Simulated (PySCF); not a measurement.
This PySCF input asks for the NMR shieldings of `[SiH3]C[C@@H]1CC[C@@H](Cl)CO1`, C₆H₁₃ClOSi; the geometry comes from GFN2-xTB.

```python
import basis_set_exchange as bse
import numpy as np
from pyscf import gto, dft
from pyscf.prop import nmr

atoms = """
Si   -2.953847    0.586261   -0.460044
C    -1.834944   -0.820595    0.176730
C    -0.418940   -0.524677   -0.281020
C     0.669468   -1.210790    0.547226
C     2.051538   -0.754333    0.076107
C     2.097962    0.766863    0.123047
Cl    3.645004    1.366610   -0.531370
C     0.945148    1.349591   -0.696109
O    -0.282741    0.887643   -0.202385
H    -2.670604    0.828284   -1.874987
H    -2.799848    1.796261    0.337946
H    -4.336429    0.101670   -0.338220
H    -2.146377   -1.798236   -0.186140
H    -1.865628   -0.855210    1.265272
H    -0.303595   -0.825156   -1.337201
H     0.575123   -2.293039    0.452879
H     0.533046   -0.940850    1.596832
H     2.833923   -1.177113    0.708332
H     2.224624   -1.090338   -0.949389
H     2.034168    1.121343    1.155389
H     1.070638    1.066227   -1.752995
H     0.921900    2.438968   -0.621403
"""
names = dict.fromkeys(["Si", "C", "Cl", "O", "H"], "pcSseg-1")
basis = {el: gto.basis.parse(bse.get_basis(n, elements=[el], fmt="nwchem")) for el, n in names.items()}
mol = gto.M(atom=atoms, basis=basis, charge=0, verbose=0)
mf = dft.RKS(mol, xc="PBE0")
mf.grids.level = 2
mf.grids.alignment = dft.numint.BLKSIZE   # the property module wants whole blocks of grid points
mf.conv_tol = 1e-9
mf.kernel()

calc = nmr.RKS(mf)   # GIAO
C = mf.mo_coeff
Co = C[:, mf.mo_occ > 0]
resp = mf.gen_response(singlet=True, hermi=2)
def vind(x):   # induced exchange potential for any number of trial vectors
    d = np.einsum("pi,xij,qj->xpq", C, 2 * x.reshape(-1, C.shape[1], Co.shape[1]), Co, optimize=True)
    return np.einsum("xpq,pi,qj->xij", resp(d - d.transpose(0, 2, 1)), C, Co, optimize=True).ravel()
mo1, _ = nmr.rhf.solve_mo1(calc, with_cphf=vind)
sigma = calc.kernel(mo1)
for i, s in enumerate(sigma):   # ppm
    w = np.linalg.eigvalsh((s + s.T) / 2)
    print("%2d %-2s iso %8.1f  s11 %8.1f  s22 %8.1f  s33 %8.1f" % (i, mol.atom_pure_symbol(i), w.mean(), *w))
```

Q: Give the expected output.

A: 
```
 0 Si iso    426.6  s11    401.7  s22    417.4  s33    460.7
 1 C  iso    167.2  s11    147.4  s22    158.6  s33    195.7
 2 C  iso    108.4  s11     91.3  s22     98.9  s33    134.9
 3 C  iso    147.3  s11    135.1  s22    141.3  s33    165.5
 4 C  iso    147.9  s11    136.9  s22    144.3  s33    162.7
 5 C  iso    127.4  s11    100.4  s22    120.1  s33    161.7
 6 Cl iso    817.0  s11    654.9  s22    719.6  s33   1076.6
 7 C  iso    109.6  s11     81.2  s22     94.8  s33    152.7
 8 O  iso    246.5  s11    232.1  s22    241.5  s33    266.0
 9 H  iso     28.0  s11     24.3  s22     27.1  s33     32.7
10 H  iso     27.8  s11     23.7  s22     27.1  s33     32.6
11 H  iso     28.0  s11     24.4  s22     25.4  s33     34.1
12 H  iso     30.7  s11     25.8  s22     28.7  s33     37.5
13 H  iso     30.7  s11     26.5  s22     30.3  s33     35.5
14 H  iso     28.6  s11     25.7  s22     28.4  s33     31.5
15 H  iso     30.0  s11     24.8  s22     29.3  s33     35.8
16 H  iso     30.4  s11     26.3  s22     30.3  s33     34.7
17 H  iso     29.5  s11     24.3  s22     28.8  s33     35.4
18 H  iso     30.1  s11     26.4  s22     30.0  s33     34.0
19 H  iso     28.0  s11     22.8  s22     29.6  s33     31.6
20 H  iso     28.4  s11     23.4  s22     29.7  s33     32.1
21 H  iso     27.5  s11     22.2  s22     28.8  s33     31.6
```

These numbers come from an equivalent density-fitted implementation of the same equations, which agrees with the script to about 0.01 ppm for H and up to a few tenths of a ppm for heavy atoms, so last digits may differ.

Q: Turn these shieldings into chemical shifts. δ = σ(ref) − σ, references computed at the same level: ²⁹Si (σref 349.16), ¹³C (σref 186.93), ¹H (σref 31.72) against TMS; ³⁵Cl (σref 949.78) against HCl; ¹⁷O (σref 336.08) vs H2O.

A: Averaging equivalent atoms: Si 0: -77.4; C 2: 78.6; C 7: 77.4; C 5: 59.5; C 3: 39.6; C 4: 39.0; C 1: 19.7; Cl 6: 133; O 8: 89.5; H 21: 4.20; H 9/10/11: 3.79; H 19: 3.69; H 20: 3.31; H 14: 3.15; H 17: 2.24; H 15: 1.76; H 18: 1.59; H 16: 1.31; H 12: 1.04; H 13: 0.97 ppm. Experimental scales use liquid or dissolved standards, which lie at an offset from isolated H2O (liquid H2O: subtract about 36 ppm).

Size and cost of the density-fitted run: 232 basis functions, 61 s wall time on 1 thread of an Arm Neoverse V2, shared host; peak memory 1.1 GiB.
